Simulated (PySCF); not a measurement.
C6H7Cl3Si2, SMILES [SiH3]c1ccccc1[Si](Cl)(Cl)Cl, GFN2-xTB optimised geometry.

```
18

Si    -2.08    -1.94     0.01
C     -0.99    -0.38     0.00
C     -1.65     0.84     0.01
C     -0.97     2.05     0.01
C      0.41     2.04     0.01
C      1.09     0.84     0.00
C      0.41    -0.38     0.00
Si     1.45    -1.97    -0.02
Cl     1.38    -2.86    -1.84
Cl     0.83    -3.29     1.39
Cl     3.39    -1.54     0.37
H     -3.39    -1.54    -0.51
H     -2.22    -2.40     1.39
H     -1.52    -2.98    -0.84
H     -2.73     0.85     0.01
H     -1.52     2.98     0.02
H      0.96     2.97     0.01
H      2.17     0.85     0.00
```

Density from B3LYP/def2-SVP in PySCF at that geometry.

Minimum of the electron density along straight lines between bonded atoms, close to the bond critical point (lines longer than 1.1 times the sum of covalent radii, or with two minima, are not listed):

| bond | length / Å | ρ at the minimum / e bohr⁻³ | ∇²ρ there / e bohr⁻⁵ | position (fraction from the first atom) |
|---|---|---|---|---|
| Si1–C2 | 1.897 | 0.111 | 0.33 | 0.38 |
| C2–C3 | 1.392 | 0.308 | -0.77 | 0.50 |
| C3–C4 | 1.382 | 0.316 | -0.83 | 0.50 |
| C4–C5 | 1.383 | 0.316 | -0.83 | 0.50 |
| C5–C6 | 1.382 | 0.316 | -0.83 | 0.50 |
| C2–C7 | 1.405 | 0.298 | -0.72 | 0.50 |
| C6–C7 | 1.397 | 0.305 | -0.76 | 0.50 |
| C7–Si8 | 1.895 | 0.119 | 0.28 | 0.62 |
| Si8–Cl9 | 2.027 | 0.098 | 0.31 | 0.37 |
| Si8–Cl10 | 2.026 | 0.098 | 0.30 | 0.37 |
| Si8–Cl11 | 2.026 | 0.099 | 0.31 | 0.37 |
| Si1–H12 | 1.465 | 0.117 | 0.34 | 0.49 |
| Si1–H13 | 1.464 | 0.117 | 0.33 | 0.49 |
| Si1–H14 | 1.461 | 0.118 | 0.33 | 0.49 |
| C3–H15 | 1.081 | 0.285 | -1.09 | 0.63 |
| C4–H16 | 1.080 | 0.285 | -1.09 | 0.63 |
| C5–H17 | 1.080 | 0.285 | -1.09 | 0.63 |
| C6–H18 | 1.080 | 0.287 | -1.11 | 0.64 |
